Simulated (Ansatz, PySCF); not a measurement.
Molecule: Si$_{2}$H$_{4}$ (charge 0, singlet). 
Geometry from a B3LYP-D3(BJ)/def2-TZVP (Ansatz, a program for electronic structure) optimisation:
```
Si
H 1 1.4846
H 1 1.4893 2 107.80
H 1 1.4893 2 107.80 3 -116.32
Si 1 2.3971 2 114.30 3 121.84
H 5 1.5236 1 88.28 2 -180.00
```
Charge 0, spin multiplicity 1.

Total electronic energies in hartree. Correlated levels leave the core frozen unless marked. Spin-orbit coupling is left out. No relativistic terms. Basis-set limits of correlation are two-point, X^-3; Hartree-Fock from the larger set.

The Hartree-Fock reference is unstable (checked in the largest basis), which strains HF and MP2. 

```json
[
 {"level": "HF/def2-QZVPP", "program": "Ansatz", "energy (Eh)": "-580.15209"},
 {"level": "r2SCAN/def2-TZVPD", "program": "Ansatz", "energy (Eh)": "-581.25893"},
 {"level": "BHLYP-D3(BJ)/def2-TZVPD", "program": "Ansatz + dftd3", "energy (Eh)": "-581.32782"},
 {"level": "r2SCANh/def2-TZVPD", "program": "Ansatz", "energy (Eh)": "-581.25590"},
 {"level": "PW6B95/def2-TZVPD", "program": "PySCF", "energy (Eh)": "(withheld)"},
 {"level": "CAM-B3LYP-D4/def2-TZVPD", "program": "Ansatz + dftd4", "energy (Eh)": "-581.33225"},
 {"level": "SCS-MP2/6-31G", "program": "Ansatz", "energy (Eh)": "-580.11698"},
 {"level": "CCSD/cc-pwCVTZ", "program": "Ansatz", "energy (Eh)": "-580.42641"},
 {"level": "CCSD(T)/CBS(cc-pV(T+d)Z,cc-pV(Q+d)Z)", "program": "Ansatz", "energy (Eh)": "-580.4639"}
]
```

Problem. Some entries are withheld; supply them.

Solution. 
- PW6B95/def2-TZVPD, energy (Eh): -581.84426
